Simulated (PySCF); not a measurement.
**Spinor energies of Hg⁶⁹⁺ (mercury, charge +69)**

Start: [Ne] 3s1; 3s1/2 filled at m_j = +1/2. Calculated with PySCF 2.14 in an uncontracted even-tempered set (17 s from 25 bohr⁻², ratio 2.4; 14 p from 32 bohr⁻², ratio 2.4; 4 d from 100 bohr⁻², ratio 2.6; 4 f from 150 bohr⁻², ratio 2.6): generalised Hartree-Fock with the X2C-1e Hamiltonian and a Gaussian nucleus; one run each with spin-orbit coupling (SO) switched off, then screened by Boettger's factors.

| spinor shell | electrons | ε, spin-free (eV) | ε, screened SO (eV) | weight of nominal j (screened SO) | rms radius, screened SO (bohr) |
| --- | --- | --- | --- | --- | --- |
| 1s1/2 | 2 | -89953.0 | -89928.3 | 1.000 | 0.0187 |
| 2s1/2 | 2 | -20959.0 | -20952.9 | 1.000 | 0.0743 |
| 2p1/2 | 2 | -18949.5 | -20402.1 | 1.000 | 0.0628 |
| 2p3/2 | 4 | -18949.5 | -18388.2 | 1.000 | 0.0704 |
| 3s1/2 | 1 | -8624.4 | -8623.4 | 1.000 | 0.177 |

```tsv
quantity	spin-free	screened SO
E (hartree)	-13467.47030	-13492.72733
M_J	1/2	1/2
⟨J²⟩	0.750	0.750
⟨L²⟩	0.000	0.049
⟨S²⟩	0.750	0.799
```

Each row is a mean over spinors that exchange with the open shell spreads, by up to 19.113 eV (2s1/2).

Breit and QED terms are absent; they matter most for the inner s and p1/2 levels.

Densities and radii are taken from the X2C orbitals without a picture-change correction, which distorts them close to the nucleus.

Without spin-orbit coupling the j labels of p, d and f shells carry no meaning; the spin-free column gives the mean over the occupied spinors of each nl shell.
